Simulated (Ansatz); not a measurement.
Ideal-gas functions of `B1NB[SiH2]1` at 500 K and 1 bar, from an Ansatz frequency run at PBE0-D4/def2-TZVP.

Molar mass 68.76 g/mol, point group Cs (symmetry number 1), electronic degeneracy 1, moments of inertia 41.037, 88.957, 121.928 u Å². Harmonic wavenumbers (cm⁻¹, unscaled): 146, 370, 533, 543, 582, 676, 685, 745, 838, 912, 933, 934, 982, 1118, 1263, 1342, 2211, 2220, 2629, 2635, 3556.

Use S(trans) = R[1.5 ln M + 2.5 ln T − 1.1517]; rotational temperatures θ = 24.2544 K / I; S(rot) = R[ln(√π/σ · √(T³/θAθBθC)) + 1.5]; for each mode x = 1.438777 ν̃/T, S = R[x/(eˣ − 1) − ln(1 − e⁻ˣ)] and H = RT x/(eˣ − 1); 1 cm⁻¹ = 0.0119627 kJ/mol; R = 8.31446 J/(mol·K).

Task: By hand: the entropy, in J/(mol·K).

Result: Translation 172.4. Rotation: θ = 0.591, 0.2727, 0.1989 K, giving 109.0. Vibration, mode by mode: 15.59, 8.18, 5.53, 5.40, 4.94, 3.98, 3.90, 3.40, 2.76, 2.33, 2.22, 2.22, 1.99, 1.46, 1.04, 0.87, 0.11, 0.10, 0.04, 0.04, 0.00, in all 66.1. Electronic 0.0. Sum 347.5 J/(mol·K).

Task: By hand: H − E and G − E in kJ/mol, counted from the electronic energy.

Result: Zero-point energy ½ × 25853 × 0.0119627 = 154.6; thermal vibration 20.3; translation, rotation and pV give 4 RT = 16.6. H − E = 191.5 kJ/mol, and G − E = 191.5 − 500 × 347.5/1000 = 17.8 kJ/mol.

Vibration gives 19 % of the entropy, 15.6 J/(mol·K) of it from the mode under 150 cm⁻¹: soft modes count most, and the harmonic formula is weakest for them.
